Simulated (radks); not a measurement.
Results of a calculation; reference values are marked as such.
Species: Zn+. Configuration: [Ar] 3d10 4s1.

Level of theory: Dirac Kohn-Sham, exchange-only PBE, spin-unpolarised, spherical densities, finite nucleus; Fermi nuclear charge, rms radius 3.9283 fm (a radial shooting solver on a logarithmic mesh with Libxc functionals).

Energy parts (eV):
| part | energy |
|---|---|
| total | -48826.437 |
| kinetic | 49767.477 |
| electron-nucleus | -117586.270 |
| Hartree | 20895.805 |
| exchange | -1903.449 |

Orbitals (lengths in bohr, moments of r in powers of bohr; r(max) is where P^2 peaks; r(90%) holds 90 % of the orbital's charge):
| orbital | occ. | eigenvalue (eV) | r(max) | <r^4> | r(90%) | small-component weight |
|---|---|---|---|---|---|---|
| 1s1/2 | 2 | -9532.903 | 0.03291 | 0.00002982 | 0.0899 | 1.17e-02 |
| 2s1/2 | 2 | -1166.501 | 0.1893 | 0.006325 | 0.350 | 2.24e-03 |
| 2p1/2 | 2 | -1028.414 | 0.1502 | 0.004511 | 0.321 | 2.23e-03 |
| 2p3/2 | 4 | -1004.530 | 0.1530 | 0.004779 | 0.326 | 2.19e-03 |
| 3s1/2 | 2 | -137.6564 | 0.5881 | 0.4708 | 1.02 | 4.98e-04 |
| 3p1/2 | 2 | -93.9681 | 0.5867 | 0.6191 | 1.09 | 4.49e-04 |
| 3p3/2 | 4 | -90.9023 | 0.5949 | 0.6590 | 1.11 | 4.38e-04 |
| 3d3/2 | 4 | -18.9102 | 0.5642 | 3.409 | 1.58 | 2.97e-04 |
| 3d5/2 | 6 | -18.5517 | 0.5672 | 3.553 | 1.59 | 2.94e-04 |
| 4s1/2 | 1 | -13.3881 | 1.999 | 79.14 | 3.70 | 4.57e-05 |
| 4p1/2 | 0 | -7.4518 | 2.584 | 256.6 | 4.98 | 2.54e-05 |
| 4p3/2 | 0 | -7.3386 | 2.624 | 269.0 | 5.04 | 2.48e-05 |

The highest occupied level is 4s1/2 at -13.388 eV. The density falls to 0.001 e/bohr^3 at r = 3.66 bohr. Summed over all electrons, <r^2> = 22.90 bohr^2, which gives a Langevin (diamagnetic) susceptibility term of -18.1 x 10^-6 cm^3/mol. For comparison, the ionisation energy in NIST's Atomic Spectra Database is 17.964 eV (measured). In exact Kohn-Sham theory the highest level is minus the ionisation energy, but local and semilocal functionals leave it too shallow, through self-interaction and a potential that decays too fast; potentials with the right tail come closer.

Beside tabulated values, note that spin-unpolarised runs miss the spin-polarisation part of the exchange energy of open shells.
